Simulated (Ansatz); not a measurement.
Input file for Ansatz (an electronic-structure program): R-B3LYP-D3(BJ)/def2-SVP on HF (SMILES F).

Ansatz 0.2 input:
```yaml
crystal:
  periodic: [false, false, false]
  atoms:
    - {symbol: F, position_ang: [0.00000000, 0.00000000, 0.46690000]}
    - {symbol: H, position_ang: [0.00000000, 0.00000000, -0.46690000]}
basis:
  gaussian:
    orbitals: def2-SVP
hamiltonian:
  xc: b3lyp
  dispersion: d3bj
relax: {f_tol: 0.004, max_steps: 120}
scf: {lower_state_search: off}
```

Question: What total energy does the run end on?

Answer: -100.3534 hartree.
